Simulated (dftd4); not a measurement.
CH$_{3}$Zn (SMILES [CH3][Zn+]), charge +1, singlet, geometry from GFN2-xTB (such geometries of metal compounds can be far from the true shape); D4 for revpbe run with dftd4 4.2.0.

Here is a job for dftd4.
```
$ dftd4 mol.xyz --func revpbe --charge 1 --json dftd4.json --noedisp

# file mol.xyz
5

Zn    -0.34914678    -0.20143649    -0.26629558
C      1.09381840     0.63106679     0.83425947
H      1.59595133    -0.20267503     1.33375943
H      0.57940379     1.30261333     1.52792074
H      1.73613783     1.15675559     0.12163043
```

Q: Write the output that dftd4 gives for this input, abridged.

A: 
```
                    ____  _____ _____     ____  _  _
      -------------|  _ \|  ___|_   _|---|  _ \| || |------------
     |             | | | | |_    | | ___ | | | | || |_           |
     |             | |_| |  _|   | ||___|| |_| |__   _|          |
     |             |____/|_|     |_|     |____/   |_|            |
     |             ===================================           |
     |            E. Caldeweyher, S. Ehlert & S. Grimme          |
     |          Mulliken Center for Theoretical Chemistry        |
     |                    University of Bonn                     |
      -----------------------------------------------------------

Rational (Becke-Johnson) damping: revpbe-D4-ATM
---------------------
  s6         1.0000
  s8         1.7468
  s9         1.0000
  a1         0.5363
  a2         3.0726
 alp        16.0000
--------------------

Dispersion energy:      -6.1328643250840E-03 Eh

[Info] JSON dump of results written to 'dftd4.json'
```
